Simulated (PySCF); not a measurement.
## Vibration and rotation of TmS

ROHF-MP2 constants of TmS, doublet, about 12.7 electrons in the 4f shell (Mulliken), real f orbitals that mix terms (basis Tm x2c-TZVPall, S x2c-TZVPall; spin-free X2C with a Gaussian nucleus; PySCF 2.14; masses 168.9342 and 31.9721 u):

```
ωe              : 389.9 cm⁻¹
ωexe            : 1.35 cm⁻¹
Be              : 0.1154 cm⁻¹
αe              : 0.000410 cm⁻¹
D (centrifugal) : 4.04e-08 cm⁻¹
```

Give the vibrational terms G(v) and spacings up to v = 6.

G(v) = ωe(v+½) − ωexe(v+½)².

| v | G(v) (cm⁻¹) | G(v) − G(v−1) | Bv (cm⁻¹) |
| --- | --- | --- | --- |
| 0 | 194.6 |  | 0.1152 |
| 1 | 581.8 | 387.2 | 0.1148 |
| 2 | 966.3 | 384.5 | 0.1144 |
| 3 | 1348.1 | 381.8 | 0.1140 |
| 4 | 1727.2 | 379.1 | 0.1136 |
| 5 | 2103.6 | 376.4 | 0.1131 |
| 6 | 2477.3 | 373.7 | 0.1127 |

Correlated steps freeze 23 core orbitals. Spin–orbit coupling is left out, which matters for elements this heavy, above all for dissociation energies. The state is the lowest single determinant that the PBE0 search found; with open d or f shells the true ground state can be another one.
